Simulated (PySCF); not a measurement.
Computed properties of Sb(H)(OH)2 (H3O2Sb), SMILES [OH][SbH][OH]

H3O2Sb, SMILES [OH][SbH][OH]. Geometry optimised at PBE0-D3(BJ)/def2-TZVP. The def2 effective core potentials stand for the cores of Sb; spin–orbit coupling is left out. One conformer was computed; it need not be the lowest. All values are computed for the isolated molecule unless a solvent is named; none is compared with measurement here.

**Structure.** All 12 harmonic modes at PBE0-D3(BJ)/def2-TZVP (PySCF) are real, so it is a minimum. With heavy atoms numbered as in [SbH:1]([OH:3])[OH:5], the shortest bond between them is Sb1–O5 at 1.956 Å and the longest Sb1–O3 at 1.965 Å.

**Vibrations.** The strongest infrared lines (harmonic, unscaled, degenerate partners summed) lie at 1922 cm⁻¹ (238 km/mol, H 99 %), 607 cm⁻¹ (125 km/mol, O 78 %, Sb 14 %), 325 cm⁻¹ (124 km/mol, H 74 %, O 25 %). The softest mode is at 194 cm⁻¹ and the zero-point energy is 21.3 kcal/mol.

**Electronic structure.** r2SCAN/def2-TZVPD (PySCF) places the frontier levels at -6.78 and -1.45 eV, a gap of 5.33 eV, and gives a dipole moment of 1.04 D and a mean polarisability of 51.3 bohr³.

**Excitations.** TDA-M06-2X/def2-SVPD (PySCF) has S1 at 5.74 eV (216 nm, f = 0.086, bright); the most intense of the 10 singlets computed lies at 7.94 eV (f = 0.20). T1 (TDA) is at 4.41 eV, 1.33 eV under S1. No vertical singlet excitation falls in the visible range (under 3.1 eV).
